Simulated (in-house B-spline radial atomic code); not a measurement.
Inner levels of osmium as electrons are removed. A shift is the extra binding of the orbital against the neutral atom ([Xe] 4f14 5d3/2(4) 5d5/2(2) 6s2). The density at the nucleus is averaged over the nuclear charge. Computed with a radial B-spline atomic code at the basis-set limit: Dirac-Hartree-Fock, jj configuration that fills j = l - 1/2 first, finite nuclei.

A number in brackets counts the electrons of a j subshell.

```json
{"ion": "Os62+", "configuration": "[Ne] 3s2 3p1/2(2)", "shift of 1s1/2 (eV)": "5130.21", "radius of 1s1/2 (bohr)": "0.017725", "Σ<r²> (bohr²)": "0.18306", "change of density at nucleus (bohr⁻³)": "1735.89"}
{"ion": "Os63+", "configuration": "[Ne] 3s2 3p1/2(1)", "shift of 1s1/2 (eV)": "5351.31", "radius of 1s1/2 (bohr)": "0.017722", "Σ<r²> (bohr²)": "0.14955", "change of density at nucleus (bohr⁻³)": "1050.17"}
{"ion": "Os64+", "configuration": "[Ne] 3s2", "shift of 1s1/2 (eV)": "5574.72", "radius of 1s1/2 (bohr)": "0.017719", "Σ<r²> (bohr²)": "0.1167", "change of density at nucleus (bohr⁻³)": "334.42"}
{"ion": "Os65+", "configuration": "[Ne] 3s1", "shift of 1s1/2 (eV)": "?", "radius of 1s1/2 (bohr)": "?", "Σ<r²> (bohr²)": "?", "change of density at nucleus (bohr⁻³)": "?"}
{"ion": "Os66+", "configuration": "[He] 2s2 2p6", "shift of 1s1/2 (eV)": "5982.12", "radius of 1s1/2 (bohr)": "0.017716", "Σ<r²> (bohr²)": "0.045019", "change of density at nucleus (bohr⁻³)": "-50307.3"}
{"ion": "Os67+", "configuration": "[He] 2s2 2p1/2(2) 2p3/2(3)", "shift of 1s1/2 (eV)": "6447.08", "radius of 1s1/2 (bohr)": "0.017707", "Σ<r²> (bohr²)": "0.038989", "change of density at nucleus (bohr⁻³)": "-47762.8"}
{"ion": "Os68+", "configuration": "[He] 2s2 2p1/2(2) 2p3/2(2)", "shift of 1s1/2 (eV)": "?", "radius of 1s1/2 (bohr)": "?", "Σ<r²> (bohr²)": "?", "change of density at nucleus (bohr⁻³)": "?"}
{"ion": "Os69+", "configuration": "[He] 2s2 2p1/2(2) 2p3/2(1)", "shift of 1s1/2 (eV)": "7390.72", "radius of 1s1/2 (bohr)": "0.017688", "Σ<r²> (bohr²)": "0.02736", "change of density at nucleus (bohr⁻³)": "-42571.6"}
{"ion": "Os70+", "configuration": "[He] 2s2 2p1/2(2)", "shift of 1s1/2 (eV)": "7869.39", "radius of 1s1/2 (bohr)": "0.017679", "Σ<r²> (bohr²)": "0.021754", "change of density at nucleus (bohr⁻³)": "-39924.6"}
{"ion": "Os71+", "configuration": "[He] 2s2 2p1/2(1)", "shift of 1s1/2 (eV)": "8427.82", "radius of 1s1/2 (bohr)": "0.017664", "Σ<r²> (bohr²)": "0.017269", "change of density at nucleus (bohr⁻³)": "-43015.4"}
{"ion": "Os72+", "configuration": "[He] 2s2", "shift of 1s1/2 (eV)": "?", "radius of 1s1/2 (bohr)": "?", "Σ<r²> (bohr²)": "?", "change of density at nucleus (bohr⁻³)": "?"}
{"ion": "Os73+", "configuration": "[He] 2s1", "shift of 1s1/2 (eV)": "9459.94", "radius of 1s1/2 (bohr)": "0.017647", "Σ<r²> (bohr²)": "0.0068312", "change of density at nucleus (bohr⁻³)": "-145656"}
{"ion": "Os74+", "configuration": "1s2", "shift of 1s1/2 (eV)": "9930.81", "radius of 1s1/2 (bohr)": "0.017639", "Σ<r²> (bohr²)": "0.00085616", "change of density at nucleus (bohr⁻³)": "-246884"}
{"ion": "Os75+", "configuration": "1s1", "shift of 1s1/2 (eV)": "11399.8", "radius of 1s1/2 (bohr)": "0.017537", "Σ<r²> (bohr²)": "0.00042291", "change of density at nucleus (bohr⁻³)": "-881547"}
```

Fill in the row of Os65+.

shift of 1s1/2 (eV): 5777.59; radius of 1s1/2 (bohr): 0.017718; Σ<r²> (bohr²): 0.080581; change of density at nucleus (bohr⁻³): -24746.9.

Fill in the row of Os68+.

shift of 1s1/2 (eV): 6916.61; radius of 1s1/2 (bohr): 0.017698; Σ<r²> (bohr²): 0.033104; change of density at nucleus (bohr⁻³): -45184.2.

Fill in the row of Os72+.

shift of 1s1/2 (eV): 8992.52; radius of 1s1/2 (bohr): 0.017648; Σ<r²> (bohr²): 0.012908; change of density at nucleus (bohr⁻³): -46279.5.
